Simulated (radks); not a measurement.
Problem. The mean radii <r> (bohr) of the occupied orbitals of an atom or ion are listed with their occupations. Calculated with a radial shooting solver on a logarithmic mesh with Libxc functionals: scalar-relativistic Kohn-Sham, LDA (Slater exchange, VWN5 correlation), spin-polarised, spherical densities, finite nucleus; Fermi nuclear charge, rms radius of each element as measured or else 0.836 A^(1/3) + 0.57 fm.

orbital  occ.      <r>
1s up       1  0.02003
1s down     1  0.02003
2s up       1  0.08497
2s down     1  0.08496
2p up       3  0.07547
2p down     3  0.07546
3s up       1   0.2206
3s down     1   0.2206
3p up       3   0.2197
3p down     3   0.2197
3d up       5   0.1992
3d down     5   0.1992
4s up       1   0.4714
4s down     1   0.4715
4p up       3   0.4900
4p down     3   0.4902
4d up       5   0.5019
4d down     4   0.5021

Name the element and its charge. Open shells, if any, are filled with parallel spins first.

Solution. Z = 69, thulium, charge +24: Tm24+ in [Kr] 4d9. The 1s radius gives Z: for a bare nucleus <r> = (2 gamma + 1)/(2Z) with gamma = sqrt(1 - (Z/c)^2), 0.01977 bohr for Z = 69, and screening makes it slightly larger (0.02003 here). The occupations add up to 45, and the charge is Z minus that.
